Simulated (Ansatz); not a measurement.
Ansatz (an electronic-structure program) input (CCSD(T)/aug-cc-pV(D+d)Z):
A basis named .json is the Basis Set Exchange file of that set.

Ansatz 0.2 input:
```yaml
crystal:
  periodic: [false, false, false]
  atoms:
    - {symbol: Si, position_ang: [0.44313549, 0.21110533, -0.07643852]}
    - {symbol: Cl, position_ang: [-0.53438172, -0.23351539, 1.76709278]}
    - {symbol: Cl, position_ang: [-1.15788587, -0.09097378, -1.45386871]}
    - {symbol: O, position_ang: [1.15056959, 1.57362582, -0.15308403]}
    - {symbol: O, position_ang: [1.38459664, -1.14817647, -0.31883792]}
    - {symbol: H, position_ang: [2.28332242, -0.84275355, -0.47929429]}
basis:
  gaussian:
    orbitals: aug-cc-pV_D+d_Z.json
total_charge: -1
magnetization: {spin_polarized: false}
correlation: {method: ccsd_t, electrons: outside_noble_gas}
output: {forces: true}
```

End of the output:

```
cycle   8  -22.84270381 eV  change    1.1e-4 eV  update   1.2e-4
cycle   9  -22.84268054 eV  change    2.3e-5 eV  update   4.7e-5
cycle  10  -22.84271736 eV  change   -3.7e-5 eV  update   2.0e-5
cycle  11  -22.84269130 eV  change    2.6e-5 eV  update   7.9e-6
perturbative correction -0.76038275 eV, -0.0279435507 hartree
the calculation of the forces begins
0.86 GiB of device memory are held for the factors and their scratch space
Total energy: -36991.22340619 eV, -1359.4023866256 hartree
Atom 0 at     0.443135     0.211105    -0.076439 Å, force    -0.729366    -0.384541     0.124171 eV/Å
Atom 1 at    -0.534382    -0.233515     1.767093 Å, force    -0.085008    -0.051946     0.136781 eV/Å
Atom 2 at    -1.157886    -0.090974    -1.453869 Å, force    -0.130682    -0.041504    -0.099164 eV/Å
Atom 3 at     1.150570     1.573626    -0.153084 Å, force     0.554117     1.132306    -0.057155 eV/Å
Atom 4 at     1.384597    -1.148176    -0.318838 Å, force     0.189443    -0.721258    -0.068591 eV/Å
Atom 5 at     2.283322    -0.842754    -0.479294 Å, force     0.201495     0.066943    -0.036042 eV/Å
Dipole moment:    -0.056826    -0.535840    -0.012713 e Å
```

It need not be the lowest isomer of its formula. Whether it binds its extra electron was not tested at this geometry.
